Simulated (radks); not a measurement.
Question: Ni XI, configuration [Ar] (the NIST ground configuration). Method: Dirac Kohn-Sham, relativistic LDA (MacDonald-Vosko exchange, VWN5 correlation), spin-unpolarised, spherical densities, finite nucleus; Fermi nuclear charge, rms radius 3.7757 fm; computed with a radial shooting solver on a logarithmic mesh with Libxc functionals.

Spin-orbit splittings of the eigenvalues, e(l+1/2) - e(l-1/2), with zeta = 2 splitting/(2l+1) and mean radii in bohr:

shell  occ.  splitting (eV)  zeta (eV)  <r> j=l-1/2  <r> j=l+1/2
2p        6           17.37      11.58       0.2130       0.2161
3p        6               ?          ?       0.6694       0.6756

Estimate the 3p splitting.

Answer: 3.009 eV (zeta = 2.006 eV).
